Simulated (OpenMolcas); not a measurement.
# Pr2+: CASPT2 settings compared

```
Program             : OpenMolcas
Basis               : ANO-R2 [8s6p3d3f1g]
Scalar Hamiltonian  : X2C, finite nucleus
Active space        : 3 electrons in 7 orbitals (4f)
State averaging     : 2S+1 = 4 odd, 35 roots (30 in the spin-orbit step); 2S+1 = 2 odd, 96 roots kept (CI in the orbitals of an earlier block, 56 in the spin-orbit step)
Spin-orbit coupling : RASSI with atomic mean-field integrals over the reference wave functions, term energies averaged over their components
```

Methods on the same reference wave functions:
A. CASSCF
B. SS-CASPT2, IPEA 0.35 Eh, imaginary shift 0.1 Eh (closed shells correlated: 4d 5s 5p)
C. SS-CASPT2, IPEA 0.35 Eh, sigma1 regulariser 0.25 Eh (closed shells correlated: 5s 5p)
D. SS-CASPT2, IPEA 0.5 Eh, imaginary shift 0.25 Eh (closed shells correlated: none)

Energies in cm-1 above 4f3 4I* 9/2, the measured ground level; measured values from Martin, Zalubas and Hagan, Atomic Energy Levels: The Rare-Earth Elements, NSRDS-NBS 60 (1978); the list in Maison, Palmeri and Quinet, J. Phys. B 58, 015001 (2025).

```json
{"Level": "4f3 4I* 9/2", "A": "0.0", "B": "0.0", "C": "0.0", "D": "0.0", "Measured": "0.0"}
{"Level": "4f3 4I* 11/2", "A": "1472", "B": "1480", "C": "1474", "D": "1485", "Measured": "1398"}
{"Level": "4f3 4I* 13/2", "A": "3082", "B": "3090", "C": "3080", "D": "3100", "Measured": "2893"}
{"Level": "4f3 4I* 15/2", "A": "4795", "B": "4800", "C": "4790", "D": "4810", "Measured": "4454"}
{"Level": "4f3 4F* 3/2", "A": "13521", "B": "9300", "C": "10080", "D": "12190", "Measured": "9371"}
{"Level": "4f3 4F* 5/2", "A": "14305", "B": "10080", "C": "10860", "D": "12990", "Measured": "10138"}
{"Level": "4f3 4S* 3/2", "A": "14994", "B": "10610", "C": "11450", "D": "13620", "Measured": "10950"}
{"Level": "4f3 4F* 7/2", "A": "15080", "B": "10940", "C": "11710", "D": "13770", "Measured": "10859"}
{"Level": "4f3 2H* 11/2", "A": "15833", "B": "15060", "C": "15520", "D": "14870", "Measured": "12495"}
{"Level": "4f3 2G* 7/2 [71 %]", "A": "18472", "B": "16090", "C": "16900", "D": "17070", "Measured": ""}
{"Level": "4f3 2K* 13/2", "A": "20313", "B": "18540", "C": "18980", "D": "19360", "Measured": "16089"}
{"Level": "4f3 4G* 5/2", "A": "20668", "B": "16520", "C": "17350", "D": "19210", "Measured": "14187"}
{"Level": "4f3 4G* 7/2 [73 %]", "A": "21692", "B": "17810", "C": "18630", "D": "20240", "Measured": "15443"}
{"Level": "4f3 2K* 15/2", "A": "22187", "B": "20430", "C": "20870", "D": "21240", "Measured": "17642"}
{"Level": "4f3 4G* 11/2", "A": "24033", "B": "19990", "C": "20800", "D": "22590", "Measured": "17410"}
```

Deviations, from unrounded energies. A percentage is the sum of absolute deviations over the sum of measured energies, with the sign that they share, or ± where signs differ.

| Against measurement | Levels | A | B | C | D |
| --- | --- | --- | --- | --- | --- |
| mean absolute deviation (cm-1) | 13 | 3700 | 1300 | 1700 | 2800 |
| fine structure of the ground term (%) | 3 | +6.9 | +7.1 | +6.9 | +7.4 |
| other terms of the ground configuration (%) | 10 | +35.7 | ±11.6 | +16.1 | +26.4 |

B lies closest to measurement on these levels and A furthest from it. The largest miss of B in the table is 4f3 2K* 15/2, by +2800 cm-1. The ranking rests on the paired levels alone, and a cruder setting can come out closer through cancelling errors.

Among B to D the level of the table that moves most is 4f3 4S* 3/2, by 3000 cm-1 (lowest in B, highest in D). Moves below CASPT2's spread within the term are not significant.

The mean deviations of B to D differ by less than CASPT2's widest spread within a term (2600 cm-1), so their order carries little weight.

From A to B the spin-free energies of the other terms of 4f3 shown, above 4I*, scale by factors of 0.65 to 0.94.

The lowest spin-free term lies below A's lowest term by 0.591 hartree in B, 0.250 hartree in C, 0.020 hartree in D.

Term energies are means over components that CASPT2 splits; among the terms shown or strongly mixed into the levels shown the widest spread is 2600 cm-1 (4f3 4G*, C). High states are left out of the spin-orbit mixing, which shifts the levels that they would mix with. Terms from blocks run as CI alone lack orbitals of their own. The CASPT2 spread within a term exceeds the gap to the next term for 4f3 4S* and 4f3 4F*, 4f3 2G* and 4f3 4G*, 4f3 4G* and 4f3 2K*, so the order of their levels is uncertain, and so are names and mixing where such terms share a J (figures for B; the like holds for C, D). Without dynamic correlation excited terms often stand tens of per cent too high (terms of higher spin than the ground term too low), and those without a measured partner can miss by more than the paired ones (holds for A). Some terms miss by over 15 % even with CASPT2, which points to a basis or an active space too small for the shells correlated (holds for B; C; D). Computed and measured levels are paired by configuration, term and J; levels that our copy of the source lacks, or whose pairing is in doubt (as where it misses far off the trend of its configuration), stay unpaired and out of the deviations. Levels of configurations outside the active space are missing. Levels that lie high or do not pair safely by name in every column are left out.

A share in square brackets marks a mixed level and gives the weight of the term that names it, the lowest over the columns. * marks odd parity.
